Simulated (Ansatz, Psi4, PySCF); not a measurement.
Pair of molecules: C2H4 (SMILES C=C) (first 6 atoms) with C3H8 (SMILES CCC); geometry from B3LYP-D3(BJ)/def2-TZVP, rigid monomers moved along the line of their centres of mass till C1···H13 is 4.13 Å.
(charge 0, multiplicity 1):
```xyz
17

C      0.64729    -0.33917     0.27889
C     -0.54019     0.23664     0.16783
H      1.49451     0.18190     0.70760
H      0.82015    -1.35622    -0.05165
H     -1.38919    -0.28460    -0.25756
H     -0.71310     1.25336     0.49940
C     -1.21007    -0.49052     5.15035
C      0.31441    -0.43801     5.17435
C      0.85538     0.98544     5.07523
H     -1.57755    -1.51495     5.23654
H     -1.63648     0.08807     5.97391
H     -1.59648    -0.07576     4.21661
H      0.70774    -1.03387     4.34631
H      0.68340    -0.90497     6.09257
H      1.94715     1.00275     5.08293
H      0.51952     1.46597     4.15347
H      0.50658     1.59731     5.91099
```

Interaction energies are E(AB) − E(A) − E(B) at the monomers' geometry in the complex; basis-set methods are counterpoise corrected. Rows marked so take none.

Correlated levels freeze the cores. Rows in 6-31G* carry no dispersion term and start afresh at each structure (6-31G* with six Cartesian d functions).

Programs: Ansatz (Gaussian basis) for Hartree–Fock, density functionals and correlated methods; Psi4 for SAPT; PySCF for 6-31G* rows, the dispersion terms. Values without a source in brackets are computed.

Question: What is the computed interaction energy (PBE0-D3(BJ)/def2-TZVPPD)?

Answer: -27 meV

Question: Give the interaction energy at the level SAPT0/jun-cc-pV(D+d)Z.

Answer: -17 meV

Question: What interaction energy does B3LYP/6-31G* (no counterpoise) give?

Answer: -4 meV

Ansatz is a quantum-chemistry and plane-wave program.
